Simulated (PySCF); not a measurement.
Electron correlation in C (carbon, neutral)

[He] 2s2 2p2, high-spin 3P determinant. Computed with PySCF 2.14 in Sapporo-DZP-2012 (4s3p1d, 18 functions), with scalar relativity by spin-free X2C-1e. Frozen: 1s2; 4 electrons correlated.

MP2 pair energies summed by pair of shells (mhartree):

```csv
pair,energy,share (%)
2s-2p,-33.49,59.7
2s-2s,-16.48,29.4
2p-2p,-6.14,10.9
```

Total MP2 correlation energy: -56.11 mhartree.

Same-spin part -10.56 and opposite-spin part -45.55 mhartree; SCS-MP2 scales them by 1/3 and 6/5 to -58.18 mhartree.

| level | correlation energy (mhartree) |
| --- | --- |
| CCSD | -78.40 |
| (T) | -1.09 |
| CCSD(T) | -79.49 |

Diagnostics: T1 = 0.0079, D1 = 0.0154, largest double amplitude 0.122.

Task: Is a single reference adequate?

Result: Mostly. T1 lies below 0.03, but a double amplitude of this size points to a near-degeneracy that CCSD handles and MP2 describes poorly.
